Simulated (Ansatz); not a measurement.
Coupled-cluster diagnostics for diborane tri Cl (B₂H₃Cl₃), Ansatz.

Geometry of the singlet (r2SCAN-D4/def2-SVP):

```xyz
8

B    -0.019    0.805   -0.336
Cl    1.316    1.457   -1.304
Cl   -1.460    1.775   -0.013
H     0.500    0.298    0.811
B     0.109   -0.871    0.319
Cl   -1.202   -1.561    1.290
H     1.106   -1.490    0.072
H    -0.349   -0.412   -0.839
```

Correlated methods freeze 17 core orbitals.

Estimate the CCSD(T) correlation energy, the shares of MP2 and (T), T1 and the reference's ⟨S²⟩ for: charge 0, singlet, own geometry in def2-TZVPP; and the rough time on 4 threads of Arm Neoverse N1 on a shared host.


```csv
state,basis,correlation (eV),MP2 share (%),(T) share (%),T1,⟨S²⟩ (pure),wall time
"charge 0, singlet, own geometry",def2-TZVPP,-24.658,89.0,4.3,0.010,0.00 (0.00),5.6 min
```
Customary marks for T1 are 0.02 (closed shells), 0.045 (open shells) and about 0.05 (3d metals). T1 stays under 0.02 throughout.
